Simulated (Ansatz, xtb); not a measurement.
Pair of molecules: CH4 (SMILES C) (first 5 atoms) with C3H8 (SMILES CCC); geometry from B3LYP-D3(BJ)/def2-TZVP, rigid monomers moved along the line of their centres of mass till C1···H12 is 2.90 Å.
(charge 0, multiplicity 1):
```xyz
16

C      0.01762     0.15925     0.17468
H      0.11247     0.26709    -0.90489
H     -0.89602    -0.38640     0.40613
H      0.87464    -0.38908     0.56259
H     -0.02231     1.14428     0.63701
C      0.42025    -1.27554     3.50970
C      0.48959     0.24345     3.64149
C     -0.88833     0.89970     3.63014
H      1.41505    -1.72527     3.51644
H     -0.14978    -1.71464     4.33232
H     -0.07052    -1.56511     2.57763
H      1.09348     0.65193     2.82639
H      1.01046     0.50549     4.56729
H     -0.81716     1.98518     3.72288
H     -1.41911     0.67830     2.70134
H     -1.50336     0.53406     4.45629
```

Monomers are frozen at their geometry in the pair; levels with a basis set take the counterpoise correction.

Frozen-core correlation.

Programs: Ansatz (Gaussian orbitals); xtb for the GFN methods. 

Q: Predict the interaction energy from GFN-FF.

A: -26 meV

Q: What is the computed interaction energy (CCSD/aug-cc-pVDZ)?

A: 1 meV

Q: What is the computed interaction energy (CCSD(T)/aug-cc-pVDZ)?

A: -14 meV

Ansatz is a program for electronic structure.
